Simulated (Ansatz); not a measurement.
Basis-set extrapolation for `CCOC(=O)CCCCl` (PBE0-D4/def2-TZVP geometry, frozen core, Ansatz 0.2.0). Multiplicity 1, RHF reference.

|  | def2-TZVPP | def2-QZVPP |
| --- | --- | --- |
| HF | -843.029448 | -843.059556 |
| MP2 correlation | -1.669686 | -1.791237 |
| CCSD(T) correlation | -1.810505 | not run |

Energies in hartree. Use E(X) = E(∞) + A·exp(−7.88·√X) for Hartree–Fock and E(X) = E(∞) + B·X^(−2.97) for correlation, with X = 3 and 4, and add CCSD(T) minus MP2 of the smaller set to the MP2 limit.

Question: What is the CCSD(T) energy at the basis-set limit?

Answer: HF limit: -843.059556 + (-0.030108) × 0.13774 = -843.06370. MP2 limit: -1.791237 + (-0.121551) × 0.74074 = -1.88127. Higher-order term: -1.810505 − (-1.669686) = -0.14082. Total: -845.08579 hartree, 645.4 kJ/mol below CCSD(T)/def2-TZVPP.
